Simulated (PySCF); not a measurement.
## Worked example: oscillator strength and radiative lifetime

silylmethoxysilane (CH8OSi2), SMILES C(O[SiH3])[SiH3].

The structure is a stationary point at B3LYP-D3(BJ)/def2-SVP. The values are those of a single conformer.

TDA-PBE0/def2-SVPD (PySCF 2.14.0) puts the first singlet state with f over 0.02 at 7.01 eV (vertical), with the transition dipole (0.160, 0.406, -0.043) in atomic units.

Task: Find the oscillator strength, the wavelength and the radiative lifetime that this transition would have in vacuum if emission retraced absorption.

Result: 
|μ|² = 0.1923 au, so |μ| = 1.11 D. ΔE = 7.01/27.211 = 0.2576 hartree. f = (2/3) ΔE |μ|² = 0.033 (the program prints 0.033).
λ = 1239.84/7.01 = 177 nm; ν = 56539 cm⁻¹.
Einstein's coefficient A = 0.6670 ν² f s⁻¹ (ν in cm⁻¹) = 7.0e7 s⁻¹, so τ = 1/A = 14 ns. This state is S2; the lower singlet has f = 0.003. The figure is the radiative limit of this one transition; relaxation, internal conversion, crossing to triplets and a medium change what is measured.
